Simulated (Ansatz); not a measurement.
C₂H₆BFS, SMILES `BCSCF`, relaxed with RKS PBE0-D4/def2-TZVP in Ansatz 0.2.0 from a PBE-D4/def2-SVP geometry. The force threshold is 0.005 eV/Å; the program also tests the step.

Charge 0, multiplicity 1.

Start:

```xyz
11

B     0.991    1.906    0.479
C     0.227    0.713   -0.163
S    -0.772   -0.317    0.961
C    -0.981   -1.764   -0.101
F     0.214   -2.413   -0.365
H     1.213    1.961    1.675
H     1.446    2.764   -0.256
H    -0.328    0.981   -1.090
H     1.097    0.088   -0.506
H    -1.436   -1.468   -1.073
H    -1.670   -2.450    0.439
```

```tsv
step	energy (eV)	largest force (eV/Å)	largest move (Å)
1	-16392.1448	0.590	0.000
2	-16392.1955	0.266	0.043
3	-16392.2044	0.101	0.031
4	-16392.2053	0.092	0.029
5	-16392.2063	0.023	0.010
6	-16392.2068	0.031	0.019
7	-16392.2071	0.038	0.021
8	-16392.2074	0.040	0.021
9	-16392.2075	0.028	0.018
10	-16392.2077	0.016	0.019
11	-16392.2078	0.018	0.022
12 (rejected)	-16392.2075	0.063	0.031
13	-16392.2079	0.012	0.015
14 (rejected)	-16392.2079	0.015	0.009
15	-16392.2079	0.004	0.005
16	-16392.2080	0.002	0.005
```

End:

```xyz
11

B     0.959    1.921    0.480
C     0.313    0.666   -0.164
S    -0.593   -0.390    0.975
C    -0.993   -1.752   -0.096
F     0.107   -2.519   -0.426
H     1.057    2.051    1.664
H     1.411    2.759   -0.245
H    -0.297    0.927   -1.035
H     1.178    0.110   -0.564
H    -1.434   -1.394   -1.029
H    -1.707   -2.381    0.441
```

Run time 40 s (4 threads of an Arm Neoverse V2 on a shared host); peak host memory 0.48 GiB.
